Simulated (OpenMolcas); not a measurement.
## Pd2+: from CASSCF to CASPT2

```
Program             : OpenMolcas
Basis               : ANO-RCC-VTZP [7s6p4d2f1g]
Scalar Hamiltonian  : DKH2, point nucleus
Active space        : 8 electrons in 6 orbitals (4d 5s)
State averaging     : 2S+1 = 5 even, 10 roots; 2S+1 = 3 even, 55 roots; 2S+1 = 1 even, 43 roots
Spin-orbit coupling : state interaction with AMFI integrals over the reference wave functions, term energies averaged over their components
```

Methods on the same reference wave functions:
A. CASSCF
B. SS-CASPT2, IPEA 0.25 Eh, imaginary shift 0.1 Eh (closed shells correlated: 4s 4p)
C. MS-CASPT2, IPEA 0.25 Eh, imaginary shift 0.1 Eh (closed shells correlated: 4s 4p)

Energies in cm-1 above 4d8 3F4, the measured ground level; measured values from Moore, Atomic Energy Levels, vol. III, NSRDS-NBS 35 (1971 reprint of NBS Circular 467, 1958).

```csv
Level,A,B,C,Measured
4d8 3F4,0.0,0.0,0.0,0.0
4d8 3F3,3308,3320,3320,3230
4d8 3F2,4906,4720,4720,4687
4d8 3P1,17546,13610,13570,13470
4d8 3P0,17865,13860,13820,13699
4d8 1G4,19992,18130,18110,17880
4d7 5s 5F5,48501,55060,55070,52916
4d8 1S0,49668,41820,41820,
4d7 5s 5F4,50592,57140,57140,55089
4d7 5s 5F3,52200,58760,58760,56742
4d7 5s 5F2,53312,59850,59850,57845
4d7 5s 5F1,54008,60520,60520,58527
4d7 5s 3F4(1),59917,64020,64030,
4d7 5s 3F3(1),62686,66780,66790,
4d7 5s 5P3,65121,68320,68320,65708
4d7 5s 5P1,66667,69710,69710,67151
```

Deviations, from unrounded energies. A percentage is the sum of absolute deviations over the sum of measured energies, with the sign that they share, or ± where signs differ.

```csv
Against measurement,Levels,A,B,C
mean absolute deviation (cm-1),12,2900,1300,1300
fine structure of the ground term (%),2,+3.7,+1.6,+1.6
other terms of the ground configuration (%),3,+23.0,+1.2,+1.0
other configurations (%),7,-5.7,+3.7,+3.7
```

B, C lie about equally close to measurement and A furthest from it. The largest miss of C in the table is 4d7 5s 5P3, by +2600 cm-1. The ranking rests on the paired levels alone, and a cruder setting can come out closer through cancelling errors.

Between B and C the level of the table that moves most is 4d8 3P0, by 37 cm-1 (lowest in C, highest in B). Moves below CASPT2's spread within the term are not significant.

The two smallest mean deviations differ by little beside CASPT2's spread within terms, so their order carries little weight.

From A to B the spin-free energies of the other terms of 4d8 shown, above 3F, scale by factors of 0.72 to 0.89, as is usual when dynamic correlation screens the repulsion within a d or f shell.

The lowest spin-free term lies below A's lowest term by 0.529 hartree in B, 0.530 hartree in C.

CASPT2 does not keep the components of a term degenerate, so their means are used; among the terms shown or strongly mixed into the levels shown the widest spread is 1400 cm-1 (4d8 1G, C). A single d shell beside an s shell can misplace configurations of different d count against each other. Without dynamic correlation excited terms often stand tens of per cent too high (terms of higher spin than the ground term too low), and those without a measured partner can miss by more than the paired ones (holds for A). Measured partners are found by configuration, term and J. A level has none where our copy of the source lacks it or the pairing is in doubt (some pairs that miss far off the trend of their configuration count as doubtful), and it then counts in no deviation. Only configurations of the active space appear. The table leaves out levels that lie high or whose names do not pair safely across all columns.

A number in round brackets counts repeated terms of one configuration in the order of the reference energies.
